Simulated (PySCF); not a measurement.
A structure optimised at B3LYP-D3(BJ)/def2-SVP, used in a PySCF frequency run:

```xyz
8

C      1.5131     1.2629     0.0000
Si    -0.0721     0.3236     0.0000
F     -0.9647     0.6955     1.2908
F     -0.9647     0.6955    -1.2908
Cl     0.2215    -1.7059     0.0000
H      2.1069     1.0135     0.8926
H      2.1069     1.0135    -0.8926
H      1.3166     2.3465     0.0000
```
Charge 0, spin multiplicity 1.

Question: Write its SMILES, formula and point group.

Answer: C[Si](F)(F)Cl, CH3ClF2Si, Cs

Question: What are its rotational constants (standard atomic weights)?

Answer: 3.6422, 2.3280, 2.2360 GHz
